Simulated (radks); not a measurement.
Task: The mean radii <r> (bohr) of the occupied orbitals of an atom or ion are listed with their occupations. Method: scalar-relativistic Kohn-Sham, SCAN, spin-polarised, spherical densities, finite nucleus; meta-GGA in the generalised Kohn-Sham scheme; Fermi nuclear charge, rms radius of each element as measured or else 0.836 A^(1/3) + 0.57 fm; computed with a radial shooting solver on a logarithmic mesh with Libxc functionals.

| orbital | occ. | <r> |
|---|---|---|
| 1s up | 1 | 0.03111 |
| 1s down | 1 | 0.03111 |
| 2s up | 1 | 0.1348 |
| 2s down | 1 | 0.1348 |
| 2p up | 3 | 0.1177 |
| 2p down | 3 | 0.1177 |
| 3s up | 1 | 0.3676 |
| 3s down | 1 | 0.3676 |
| 3p up | 3 | 0.3670 |
| 3p down | 3 | 0.3670 |
| 3d up | 5 | 0.3458 |
| 3d down | 5 | 0.3458 |
| 4s up | 1 | 0.9126 |
| 4s down | 1 | 0.9122 |
| 4p up | 3 | 0.9968 |
| 4p down | 3 | 0.9963 |
| 4d up | 5 | 1.321 |
| 4d down | 4 | 1.316 |
| 5p up | 1 | 3.422 |

Name the element and its charge. Open shells, if any, are filled with parallel spins first.

Result: Z = 47, silver, charge +1: Ag+ in [Kr] 4d9 5p1. The 1s radius gives Z: for a bare nucleus <r> = (2 gamma + 1)/(2Z) with gamma = sqrt(1 - (Z/c)^2), 0.03062 bohr for Z = 47, and screening makes it slightly larger (0.03111 here). The occupations add up to 46, and the charge is Z minus that.
